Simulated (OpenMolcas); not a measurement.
## Cu4+ in a point-charge field

Cu4+ among 6 point charges of -1 e arranged as an octahedron (Oh), 2.03 Å from the ion.
```
   2.0300    0.0000    0.0000  -1.00
   0.0000    2.0300    0.0000  -1.00
  -2.0300    0.0000    0.0000  -1.00
   0.0000   -2.0300    0.0000  -1.00
   0.0000    0.0000    2.0300  -1.00
   0.0000    0.0000   -2.0300  -1.00
```

```json
{"Program": "OpenMolcas 26.06", "Method": "CASSCF", "Basis": "ANO-RCC-VDZP [5s4p2d1f]", "Scalar Hamiltonian": "DKH2, point nucleus", "Active space": "7 electrons in 5 orbitals (3d)", "State averaging": "2S+1 = 4 even, 10 roots; 2S+1 = 2 even, 40 roots", "Spin-orbit coupling": "state interaction with AMFI integrals over the reference wave functions"}
```

The lowest spin-free states (labels of O, the rotations of Oh), above the lowest:

```csv
State,Degeneracy,E (cm-1),Free-ion L (%)
4T1,3,0.0,F (100)
4T2,3,751.1,F (100)
4A2,1,1685,F (100)
4T1,3,24360,P (100)
2T2,3,24516,G (100)
2E,2,24524,G (98)
2T1,3,24659,G (99)
2A1,1,24786,G (100)
2T1,3,32238,P (60)
2T1,3,32339,H (93)
2E,2,32430,H (98)
2T2,3,32632,H (98)
2T1,3,33124,H (66)
2E,2,35297,D (99)
2T2,3,35489,D (98)
2T1,3,56167,F (100)
2T2,3,56250,F (100)
2A2,1,56379,F (100)
2E,2,88035,D (100)
2T2,3,88044,D (100)
```

The lowest levels with spin-orbit coupling:

| E (cm-1) | Degeneracy | Label | 2S+1 | g |
| --- | --- | --- | --- | --- |
| 0.0 | 2 | Γ6 | 4 | 5.01 5.01 5.01 |
| 220.7 | 4 | Γ8 | 4 |  |
| 684.7 | 4 | Γ8 | 4 |  |
| 1928 | 2 | Γ7 | 4 | 2.44 2.44 2.44 |
| 2187 | 4 | Γ8 | 4 |  |
| 2226 | 2 | Γ6 | 4 | 3.01 3.01 3.01 |
| 3141 | 2 | Γ7 | 4 | 0.44 0.44 0.44 |
| 3370 | 4 | Γ8 | 4 |  |
| 4414 | 4 | Γ8 | 4 |  |
| 25186 | 4 | Γ8 | 2 |  |
| 25342 | 2 | Γ7 | 4 | 2.66 2.66 2.66 |
| 25345 | 4 | Γ8 | 4 |  |
| 25438 | 4 | Γ8 | 2 |  |
| 25606 | 2 | Γ6 | 2 | 4.04 4.04 4.04 |
| 25760 | 4 | Γ8 | 4 |  |
| 26624 | 2 | Γ6 | 4 | 2.61 2.61 2.61 |
| 26900 | 2 | Γ7 | 2 | 2.66 2.66 2.66 |
| 26950 | 4 | Γ8 | 2 |  |
| 27084 | 2 | Γ6 | 2 | 2.06 2.06 2.06 |
| 33140 | 4 | Γ8 | 2 |  |

Powder χT (cm3 K/mol): 2.4 at 2 K, 2.55 at 10 K, 3.33 at 50 K, 4.12 at 100 K, 4.83 at 200 K, 5.08 at 300 K. The effective moment at 300 K is 2.828 √(χT) = 6.38 μB.

The lowest level has 2S+1 = 4, for which the spin-only value is χT = S(S+1) / 2 = 1.875 cm3 K/mol (g = 2). The computed 5.082 at 300 K differs by +3.207, through orbital momentum, spin-orbit coupling and any other state in reach. With a threefold ground state the orbital momentum is unquenched, so the spin-only value is not expected to hold.

A least-squares ligand-field fit to the states below 45000 cm-1, each weighted by its degeneracy and with a free common offset, gives 10Dq = 874 cm-1, B = 1584 cm-1 and C = 5907 cm-1 (C/B = 3.73), with an rms deviation of 32 cm-1.

An orbital triplet at a regular site is open to Jahn-Teller coupling, which can distort the site and quench the lowest spin-orbit gaps and is left out. Without dynamic correlation the repulsion within the d shell is too large (B by tens of per cent), so at a given field states of lower spin stand too high. Point charges give a weaker field than real ligands, and real ions of this kind are often low spin; the high spin found here belongs to the model. This field is weak: 10Dq is about 874 cm-1, while octahedral complexes of 3d ions of charge 3 and more, computed by the same method with explicit ligands, had a median near 15000 cm-1. Ground spin and moment need not be those of a real site. The ground term spreads over less than 5000 cm-1, several times less than with real ligands, so orbital moments are less quenched and χT lies further from the spin-only value than at real sites. This is an electrostatic model: the charges have no orbitals. No measured value stands beside these numbers.

The RASSCF and RASSI steps took 9.9 s on 1 thread of Arm Neoverse V1, with other jobs on the host; the integral step is not counted.
